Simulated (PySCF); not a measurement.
## Working out the ionisation energy of Ar²⁺

Ar²⁺ [Ne] 3s2 3p4 (3P) → Ar³⁺ [Ne] 3s2 3p3 (4S). All numbers are calculated (PySCF 2.14, the spin-free X2C one-electron Hamiltonian (Gaussian nucleus), in ANO-RCC-VTZP (5s4p2d1f, 34 functions)). Frozen: 1s2. Energies in hartree (1 hartree = 27.21139 eV):

| part | Ar²⁺ (lower) | Ar³⁺ (upper) |
| --- | --- | --- |
| UHF | -527.121631 | -525.674189 |
| MP2 opposite-spin | -0.123033 | -0.096689 |
| MP2 same-spin | -0.039978 | -0.036640 |

Question: What does Hartree-Fock give?

Answer: (-525.674189) − (-527.121631) = 1.447442 hartree = 39.387 eV.

Question: What do MP2 and SCS-MP2 (6/5 opposite-spin, 1/3 same-spin) give?

Answer: The opposite-spin parts differ by 0.717 eV and the same-spin parts by 0.091 eV. MP2: 39.387 + (0.717) + (0.091) = 40.195 eV. SCS-MP2: 39.387 + 1.2 × (0.717) + (0.091)/3 = 40.278 eV.

A first-order spin-orbit estimate adds 0.062 eV to MP2 (valence and next inner shell), giving 40.257 eV against 40.735 ± 0.012 eV (semi-empirical (NIST evaluation); NIST Atomic Spectra Database, ionization energies).

What remains against the reference includes basis incompleteness, the frozen core and correlation beyond second order.
